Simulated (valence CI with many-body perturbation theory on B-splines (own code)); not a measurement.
Values are calculated unless marked as measured or tabulated.
## Energy levels of Se XXX

Method: configuration interaction combined with many-body perturbation theory (CI+MBPT): three valence electrons over a frozen Dirac-Fock core [He], radial functions for each j: 9 s, 9 p, 8 d, 6 f, 3 g, 1 h, with the one-electron correlation potential Σ1 (screened to all orders), the two-electron term Σ2, the three-electron term Σ3, Breit, model QED; selected single and double excitations, second order for the rest, scaled by the run's own slope (own B-spline code, finite nucleus).

No measured spectrum was set against this ion. As an estimate, large intervals hold to a few tenths of a per cent, small ones and those within an open d or f shell to about a per cent.

Levels 1 to 45 of 60, with energies above the lowest level, (2s^2 2p1/2) J=1/2. "Leading %" is the weight of the configuration and term that name the level; weights of strongly mixed levels are sums over their largest components and can fall short, so below about 35 % the name and the second component can differ from the true leading terms, or belong to a minority configuration. In the jj column 3d3/2^4 stands for four electrons in 3d with j = 3/2.

| No. | Configuration | Term | J | E (eV) | Leading % | Leading jj | Second component |
| --- | --- | --- | --- | --- | --- | --- | --- |
| 1 | 2s2 2p | 2P° | 1/2 | 0.0 | 99 | 2s^2 2p1/2 (99 %) |  |
| 2 | 2s2 2p | 2P° | 3/2 | 47.6 | 98 | 2s^2 2p3/2 (98 %) |  |
| 3 | 2s 2p2 | 4P | 1/2 | 78.7 | 86 | 2s 2p1/2^2 (80 %) | 12 % 2s 2p2 2S |
| 4 | 2s 2p2 | 4P | 3/2 | 107.5 | 98 | 2s 2p1/2 2p3/2 (96 %) |  |
| 5 | 2s 2p2 | 4P | 5/2 | 122.8 | 76 | 2s 2p1/2 2p3/2 (82 %) | 24 % 2s 2p2 2D |
| 6 | 2s 2p2 | 2D | 3/2 | 155.6 | 85 | 2s 2p1/2 2p3/2 (92 %) | 15 % 2s 2p2 2P |
| 7 | 2s 2p2 | 2P | 1/2 | 166.2 | 72 | 2s 2p1/2 2p3/2 (76 %) | 18 % 2s 2p2 2S |
| 8 | 2s 2p2 | 2D | 5/2 | 176.1 | 76 | 2s 2p3/2^2 (82 %) | 24 % 2s 2p2 4P |
| 9 | 2s 2p2 | 2S | 1/2 | 217.1 | 70 | 2s 2p3/2^2 (91 %) | 25 % 2s 2p2 2P |
| 10 | 2s 2p2 | 2P | 3/2 | 218.5 | 84 | 2s 2p3/2^2 (89 %) | 14 % 2s 2p2 2D |
| 11 | 2p3 | 4S° | 3/2 | 250.6 | 57 | 2p1/2^2 2p3/2 (86 %) | 27 % 2p3 2P° |
| 12 | 2p3 | 2D° | 3/2 | 286.8 | 60 | 2p1/2 2p3/2^2 (90 %) | 34 % 2p3 4S° |
| 13 | 2p3 | 2D° | 5/2 | 297.6 | 100 | 2p1/2 2p3/2^2 (100 %) |  |
| 14 | 2p3 | 2P° | 1/2 | 321.1 | 99 | 2p1/2 2p3/2^2 (99 %) |  |
| 15 | 2p3 | 2P° | 3/2 | 355.5 | 65 | 2p3/2^3 (95 %) | 25 % 2p3 2D° |
| 16 | 2s2 3s | 2S | 1/2 | 1847.4 | 96 | 2s^2 3s (96 %) |  |
| 17 | 2s2 3p | 2P° | 1/2 | 1878.6 | 93 | 2s^2 3p1/2 (93 %) |  |
| 18 | 2s2 3p | 2P° | 3/2 | 1891.9 | 92 | 2s^2 3p3/2 (92 %) |  |
| 19 | 2s 2p 3s | 4P° | 1/2 | 1908.9 | 92 | 2s 2p1/2 3s (97 %) | 5 % 2s 2p 3s 2P° |
| 20 | 2s 2p 3s | 4P° | 3/2 | 1917.7 | 80 | 2s 2p1/2 3s (85 %) | 16 % 2s 2p 3s 2P° |
| 21 | 2s2 3d | 2D | 3/2 | 1919.6 | 96 | 2s^2 3d3/2 (96 %) |  |
| 22 | 2s2 3d | 2D | 5/2 | 1923.7 | 96 | 2s^2 3d5/2 (96 %) |  |
| 23 | 2s 2p 3s | 2P° | 1/2 | 1928.2 | 93 | 2s 2p1/2 3s (90 %) |  |
| 24 | 2s 2p 3p | 4D | 1/2 | 1935.7 | 75 | 2s 2p1/2 3p1/2 (98 %) | 20 % 2s 2p 3p 2P |
| 25 | 2s 2p 3p | 4D | 3/2 | 1943.7 | 62 | 2s 2p1/2 3p1/2 (86 %) | 20 % 2s 2p 3p 2P |
| 26 | 2s 2p 3p | 4P | 3/2 | 1955.1 | 26 | 2s 2p1/2 3p3/2 (95 %) | 21 % 2s 2p 3p 4S |
| 27 | 2s 2p 3s | 4P° | 5/2 | 1955.2 | 98 | 2s 2p3/2 3s (98 %) |  |
| 28 | 2s 2p 3p | 4P | 1/2 | 1957.3 | 62 | 2s 2p1/2 3p1/2 (87 %) | 19 % 2s 2p 3p 2S |
| 29 | 2s 2p 3p | 2P | 1/2 | 1961.2 | 51 | 2s 2p1/2 3p3/2 (84 %) | 21 % 2s 2p 3p 4P |
| 30 | 2s 2p 3p | 4D | 5/2 | 1961.9 | 73 | 2s 2p1/2 3p3/2 (84 %) | 14 % 2s 2p 3p 4P |
| 31 | 2s 2p 3p | 2D | 3/2 | 1966.5 | 54 | 2s 2p1/2 3p3/2 (89 %) | 21 % 2s 2p 3p 4S |
| 32 | 2s 2p 3s | 2P° | 3/2 | 1967.2 | 85 | 2s 2p3/2 3s (96 %) | 12 % 2s 2p 3s 4P° |
| 33 | 2s 2p 3d | 4F° | 3/2 | 1974.1 | 81 | 2s 2p1/2 3d3/2 (97 %) | 9 % 2s 2p 3d 2D° |
| 34 | 2s 2p 3d | 4F° | 5/2 | 1980.1 | 74 | 2s 2p1/2 3d3/2 (50 %) | 17 % 2s 2p 3d 4D° |
| 35 | 2s 2p 3d | 4P° | 5/2 | 1986.7 | 44 | 2s 2p1/2 3d5/2 (68 %) | 24 % 2s 2p 3d 2D° |
| 36 | 2s 2p 3d | 4F° | 7/2 | 1989.6 | 62 | 2s 2p1/2 3d5/2 (85 %) | 26 % 2s 2p 3d 4D° |
| 37 | 2s 2p 3d | 4D° | 3/2 | 1989.6 | 51 | 2s 2p1/2 3d3/2 (58 %) | 28 % 2s 2p 3d 4P° |
| 38 | 2s 2p 3p | 4P | 3/2 | 1990.2 | 51 | 2s 2p3/2 3p1/2 (95 %) | 19 % 2s 2p 3p 2P |
| 39 | 2s 2p 3d | 4D° | 1/2 | 1990.2 | 76 | 2s 2p1/2 3d3/2 (86 %) | 15 % 2s 2p 3d 2P° |
| 40 | 2s 2p 3p | 4P | 5/2 | 1992.8 | 42 | 2s 2p3/2 3p1/2 (90 %) | 36 % 2s 2p 3p 2D |
| 41 | 2s 2p 3p | 4D | 7/2 | 1997.1 | 100 | 2s 2p3/2 3p3/2 (100 %) |  |
| 42 | 2s 2p 3d | 2D° | 3/2 | 1997.9 | 42 | 2s 2p1/2 3d5/2 (45 %) | 29 % 2s 2p 3d 2P° |
| 43 | 2s 2p 3p | 2P | 3/2 | 2000.3 | 42 | 2s 2p3/2 3p3/2 (94 %) | 38 % 2s 2p 3p 4S |
| 44 | 2s 2p 3d | 2F° | 5/2 | 2000.5 | 64 | 2s 2p1/2 3d5/2 (76 %) | 13 % 2s 2p 3d 2D° |
| 45 | 2s 2p 3s | 2P° | 1/2 | 2001.3 | 95 | 2s 2p3/2 3s (88 %) |  |

The ionisation energy to 2s2 1S_0 of the next ion comes out as 3302.8 eV (NIST: 3301.8 ± 2.1 eV (semi-empirical)). All 60 levels together are meant to be complete up to 2045.1 eV.
